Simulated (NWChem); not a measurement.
System meant: Si$_{6}$H$_{11}$, doublet; SMILES [SiH2]1[SiH2][SiH][SiH2][SiH2][SiH2]1

The following NWChem deck was run.

```
start job
memory heap 200 mb stack 900 mb global 1100 mb
geometry units angstroms noautoz
  Si    -1.581326    -1.350014     0.663709
  Si    -2.011633     0.569708    -0.594603
  Si    -0.506877     2.262901     0.070108
  Si     1.586314     1.312042     0.593978
  Si     1.913132    -0.619380    -0.706897
  Si     0.496517    -2.302634     0.143315
  H     -1.716899    -1.087944     2.134929
  H     -3.429093     1.027757    -0.449940
  H     -1.757998     0.237392    -2.033297
  H     -1.056129     2.961105     1.276303
  H     -0.345915     3.272047    -1.026668
  H      2.680853     2.312908     0.386763
  H      1.583488     0.908796     2.037584
  H      3.343921    -1.062943    -0.704875
  H      1.511068    -0.327975    -2.121174
  H      1.093180    -2.891342     1.384369
  H      0.336288    -3.394217    -0.869387
end
basis spherical
  * library def2-svp
end
dft
  odft
  mult 3
  xc b3lyp
  iterations 150
  mulliken
end
task dft energy
```

End of the output:

```
 ==============================================================================
                                 internuclear angles
 ------------------------------------------------------------------------------
        center 1       |       center 2       |       center 3       |  degrees
 ------------------------------------------------------------------------------
    2 Si               |   1 Si               |   6 Si               |   112.19
    2 Si               |   1 Si               |   7 H                |   111.60
    6 Si               |   1 Si               |   7 H                |   111.64
    1 Si               |   2 Si               |   3 Si               |   108.69
    1 Si               |   2 Si               |   8 H                |   111.96
    1 Si               |   2 Si               |   9 H                |   107.69
    3 Si               |   2 Si               |   8 H                |   110.91
    3 Si               |   2 Si               |   9 H                |   108.76
    8 H                |   2 Si               |   9 H                |   108.73
    2 Si               |   3 Si               |   4 Si               |   109.83
    2 Si               |   3 Si               |  10 H                |   109.11
    2 Si               |   3 Si               |  11 H                |   110.20
    4 Si               |   3 Si               |  10 H                |   109.54
    4 Si               |   3 Si               |  11 H                |   109.80
   10 H                |   3 Si               |  11 H                |   108.34
    3 Si               |   4 Si               |   5 Si               |   109.37
    3 Si               |   4 Si               |  12 H                |   110.40
    3 Si               |   4 Si               |  13 H                |   108.71
    5 Si               |   4 Si               |  12 H                |   111.77
    5 Si               |   4 Si               |  13 H                |   108.19
   12 H                |   4 Si               |  13 H                |   108.33
    4 Si               |   5 Si               |   6 Si               |   107.65
    4 Si               |   5 Si               |  14 H                |   112.04
    4 Si               |   5 Si               |  15 H                |   108.97
    6 Si               |   5 Si               |  14 H                |   111.22
    6 Si               |   5 Si               |  15 H                |   108.53
   14 H                |   5 Si               |  15 H                |   108.36
    1 Si               |   6 Si               |   5 Si               |   108.81
    1 Si               |   6 Si               |  16 H                |   109.20
    1 Si               |   6 Si               |  17 H                |   110.58
    5 Si               |   6 Si               |  16 H                |   109.88
    5 Si               |   6 Si               |  17 H                |   109.92
   16 H                |   6 Si               |  17 H                |   108.45
 ------------------------------------------------------------------------------
                            number of included internuclear angles:         33
 ==============================================================================

 Summary of "ao basis" -> "" (spherical)
 ------------------------------------------------------------------------------
       Tag                 Description            Shells   Functions and Types
 ---------------- ------------------------------  ------  ---------------------
 *                          def2-svp                  on all atoms

                                 NWChem DFT Module
                                 -----------------

 Summary of "ao basis" -> "ao basis" (spherical)
 ------------------------------------------------------------------------------
       Tag                 Description            Shells   Functions and Types
 ---------------- ------------------------------  ------  ---------------------
 Si                         def2-svp                 8       18   4s3p1d
 H                          def2-svp                 3        5   2s1p

 Summary of "ao basis" -> "ao basis" (spherical)
 ------------------------------------------------------------------------------
       Tag                 Description            Shells   Functions and Types
 ---------------- ------------------------------  ------  ---------------------
 Si                         def2-svp                 8       18   4s3p1d
 H                          def2-svp                 3        5   2s1p

  number of electrons :                   95
  multiplicity        :                    3
 ------------------------------------------------------------------------
  no. of electrons and multiplicity not compatible                  95
 ------------------------------------------------------------------------
 ------------------------------------------------------------------------
  current input line :
    32: task dft energy
 ------------------------------------------------------------------------
 ------------------------------------------------------------------------
 There is an error in the input file
 ------------------------------------------------------------------------
 For more information see the NWChem manual at https://nwchemgit.github.io

0: no. of electrons and multiplicity not compatible:Received an Error in Communication
```

Question: Can this run be used? If not, why, and what is the fix?

Answer: The input was rejected before any calculation. Cause: the multiplicity doesn't fit the number of electrons (an even count wants an odd multiplicity, and the reverse). This input runs:
```
start job
memory heap 200 mb stack 900 mb global 1100 mb
geometry units angstroms noautoz
  Si    -1.581326    -1.350014     0.663709
  Si    -2.011633     0.569708    -0.594603
  Si    -0.506877     2.262901     0.070108
  Si     1.586314     1.312042     0.593978
  Si     1.913132    -0.619380    -0.706897
  Si     0.496517    -2.302634     0.143315
  H     -1.716899    -1.087944     2.134929
  H     -3.429093     1.027757    -0.449940
  H     -1.757998     0.237392    -2.033297
  H     -1.056129     2.961105     1.276303
  H     -0.345915     3.272047    -1.026668
  H      2.680853     2.312908     0.386763
  H      1.583488     0.908796     2.037584
  H      3.343921    -1.062943    -0.704875
  H      1.511068    -0.327975    -2.121174
  H      1.093180    -2.891342     1.384369
  H      0.336288    -3.394217    -0.869387
end
basis spherical
  * library def2-svp
end
dft
  odft
  mult 2
  xc b3lyp
  iterations 150
  mulliken
end
task dft energy
```
It converges to -1743.10896 Ha (B3LYP/def2-SVP, spin-unrestricted).
